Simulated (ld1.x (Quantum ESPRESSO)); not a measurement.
## u(r) = r·R(r): atom against pseudo-atom (tellurium (Te))

Columns: radius, all-electron u(r) and pseudo u(r) of the 5p shell (level -13.68 eV) of tellurium in the configuration [Kr] 4d10 5s2 5p3; PBE, scalar-relativistic, RRKJ scheme, ld1.x (Quantum ESPRESSO) 7.5.

```
r (bohr)  all-electron   pseudo
   0.110        0.0414  -0.0028
   0.220       -0.2128  -0.0112
   0.330       -0.0916  -0.0254
   0.440        0.1455  -0.0457
   0.550        0.3015  -0.0725
   0.660        0.3349  -0.1062
   0.770        0.2718  -0.1471
   0.880        0.1520  -0.1954
   0.990        0.0087  -0.2509
   1.100       -0.1364  -0.3126
   1.210       -0.2706  -0.3788
   1.320       -0.3876  -0.4467
   1.430       -0.4852  -0.5130
   1.540       -0.5633  -0.5740
   1.650       -0.6233  -0.6262
   1.760       -0.6669  -0.6671
   1.870       -0.6960  -0.6958
   1.980       -0.7126  -0.7125
   2.090       -0.7186  -0.7186
   2.200       -0.7157  -0.7157
   2.310       -0.7056  -0.7056
   2.420       -0.6896  -0.6896
   2.530       -0.6690  -0.6690
   2.640       -0.6449  -0.6449
   2.750       -0.6183  -0.6183
   2.860       -0.5900  -0.5900
```

(1) How many radial nodes do the two functions have?

(2) At about which radius was the pseudo-wave matched?

(3) Where does each function peak?

(4) Is the pseudo-wave norm-conserving?

## Answers

(1) The all-electron 5p function has n − l − 1 = 3; the pseudo-wave has 0, since the states of the same l below it are removed with the core.

(2) 2.20 bohr. The columns agree to 0.0005 from 1.76 bohr on; several derivatives are matched, so the curves merge somewhat inside the radius.

(3) Outermost all-electron maximum near 2.09 bohr, pseudo maximum near 2.09 bohr (to the table’s step).

(4) Yes: the RRKJ scheme keeps the norm inside the radius equal to the all-electron one, which fixes the energy derivative of the logarithmic derivative at the level.
